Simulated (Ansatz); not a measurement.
Reaction (cleavage of the Si–B bond): `B[SiH]1CO1` + H₂Te → `[TeH][SiH]1CO1` + BH₃

Gas-phase electronic energies from Ansatz, PBE0-D4/def2-TZVP geometries. CBS: MP2 limit from def2 TZ/QZ plus the TZ coupled-cluster correction, frozen cores. This one scheme is used for every species. Elements past krypton have def2 core potentials. For Te outer-core shells are correlated without core-valence functions, which leaves a few kJ/mol of doubt a bond.

```tsv
species	MP2/def2-TZVPP energy (Eh)
`B[SiH]1CO1`	-429.88297
H₂Te	-268.63117
`[TeH][SiH]1CO1`	-672.03378
BH₃	-26.51393
```

Question: Work out ΔE.

Answer: ΔE = (-672.03378) + (-26.51393) − (-429.88297) − (-268.63117) = -0.03357 Eh = -88.1 kJ/mol. CCSD(T)/CBS gives -79.6 kJ/mol.

Largest T1 diagnostic among the species: 0.018.

The D4 term adds −5.3 kJ/mol with B3LYP and −2.9 kJ/mol with PBE0; it sums over pairs of atoms, weighted by their polarisabilities, and B3LYP, whose exchange is more repulsive, gets the larger term. From PBE to PBE0 (25 % exact exchange), in def2-TZVPP and without D4, ΔE moves by −9.4 kJ/mol.

B3LYP here is the variant with VWN-RPA as its local correlation; programs differ in this.
